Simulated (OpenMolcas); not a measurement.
## Computed transition rates of Re4+

* Program: OpenMolcas
* Method: CASSCF
* Basis: ANO-RCC-VQZP [9s8p6d4f3g2h]
* Scalar Hamiltonian: DKH2, point nucleus
* Active space: 3 electrons in 5 orbitals (5d)
* State averaging: 2S+1 = 4 even, 10 roots; 2S+1 = 2 even, 40 roots
* Spin-orbit coupling: state interaction with AMFI integrals over the reference wave functions, term energies averaged over their components

Rates come from the transition moments of the reference wave functions (E1 and E2 in the length form). At fixed line strength A goes as λ^-3 for E1 and M1 and as λ^-5 for E2, so a rate at the computed wavelength can be rescaled to the measured one. Measured vacuum wavelengths follow from level energies in the list in Brasseur, Gamrath and Quinet, At. Data Nucl. Data Tables 157, 101636 (2024). Branching counts decays inside the model space alone, at computed energies, and the table is only a selection of the E2 and M1 lines, drawn from those between levels with measured partners whose computed energy lies within a factor of 1.5 of the measured one.

```tsv
Upper	Lower	Type	λ computed (nm)	λ measured (nm)	A computed (s-1)	A rescaled (s-1)	Branching %
5d3 4F 9/2	5d3 4F 7/2	M1	2894	3400	9.28e-01	5.72e-01	100.0
5d3 4F 7/2	5d3 4F 5/2	M1	2331	2427	3.08e+00	2.73e+00	100.0
5d3 4F 5/2	5d3 4F 3/2	M1	2181	2061	3.83e+00	4.54e+00	100.0
5d3 2H 11/2	5d3 2H 9/2 [57 %]	M1	1273	1406	3.41e+00	2.53e+00	56.1
5d3 2H 9/2 [57 %]	5d3 4F 9/2	M1	1046	1242	7.68e+00		53.7
5d3 2P 1/2	5d3 4P 1/2	M1	917.6	1070	1.84e+01		92.3
5d3 2G 9/2 [55 %]	5d3 2H 9/2 [57 %]	M1	916.5	961.7	1.23e+01		38.8
5d3 2G 9/2 [55 %]	5d3 2G 7/2	M1	866.1	880.9	1.21e+01	1.15e+01	38.0
5d3 2G 7/2	5d3 4F 7/2	M1	807.6	996	6.16e+00		30.5
5d3 2H 9/2 [57 %]	5d3 4F 7/2	M1	768.3	909.6	6.63e+00		46.3
5d3 2P 3/2 [58 %]	5d3 4P 5/2	M1	704.4	844.3	1.15e+01		24.7
5d3 2G 7/2	5d3 4F 5/2	M1	599.8	706.2	1.40e+01		69.1
5d3 4P 1/2	5d3 4F 3/2	M1	586.3	698.1	1.18e+00		69.5
5d3 4P 1/2	5d3 4F 3/2	E2	586.3	698.1	3.14e-01	1.31e-01	18.5
5d3 2F 5/2	5d3 4P 5/2	M1	585.4	755.3	3.13e+00		20.1
5d3 2H 11/2	5d3 4F 9/2	M1	574.2	659.5	2.65e+00		43.7
5d3 2F 5/2	5d3 2G 7/2	M1	527.3	660.1	3.02e+00		19.4
5d3 2F 7/2	5d3 2G 7/2	M1	524.1	640.5	5.43e+00		30.8
5d3 2D 5/2(2)	5d3 2F 5/2	M1	495	546.3	1.94e+01		15.8
5d3 2D 5/2(1)	5d3 4F 7/2	M1	419.7	505.9	2.04e+01		67.2
5d3 2G 9/2 [55 %]	5d3 4F 7/2	M1	417.9	467.5	4.39e+00		13.8
5d3 2F 7/2	5d3 4F 9/2	M1	357.1	440.3	7.54e+00		42.8
5d3 2P 3/2 [58 %]	5d3 4F 5/2	M1	305.3	358.3	1.07e+01		23.1
5d3 2D 5/2(2)	5d3 4P 5/2	M1	268.2	317	2.87e+01		23.3
5d3 2F 5/2	5d3 4F 3/2	M1	248.6	292.7	5.20e+00		33.4
```

Spin-changing lines and M1 lines between different terms are not rescaled, since their strength hangs on the term gaps too.

The largest correction is for 5d3 4P 1/2 → 5d3 4F 3/2 (E2): 3.14e-01 × (586.3 / 698.1)^5 = 1.31e-01 s-1, a factor of 0.42.

The computed rate and branching of 5d3 4F 5/2 → 5d3 4F 3/2 give the upper level a radiative lifetime of 1.000 / 3.83e+00 s-1 = 2.61e-01 s, counting decays inside the model space alone. The rescaled rate gives about 2.2e-01 s.

These are rates of the free ion; in crystals, glasses and complexes forced electric-dipole and non-radiative decay shorten such lifetimes by orders of magnitude. No measured rate stands beside these. Rescaling mends the energy factor alone: line strengths can still be far off where a level mixes with configurations outside the active space, and weak or spin-changing lines hang on small mixing coefficients that depend on the term gaps too, so rescaling need not improve them.

Without dynamic correlation excited terms often stand tens of per cent too high (terms of higher spin than the ground term too low), and those without a measured partner can miss by more than the paired ones. Computed and measured levels are paired by configuration, term and J; levels that our copy of the source lacks, or whose pairing is in doubt (as where it misses far off the trend of its configuration), stay unpaired. Only configurations of the active space appear.

A share in square brackets marks a mixed level and gives the weight of the term that names it. A number in round brackets counts repeated terms of one configuration in the order of the reference energies.
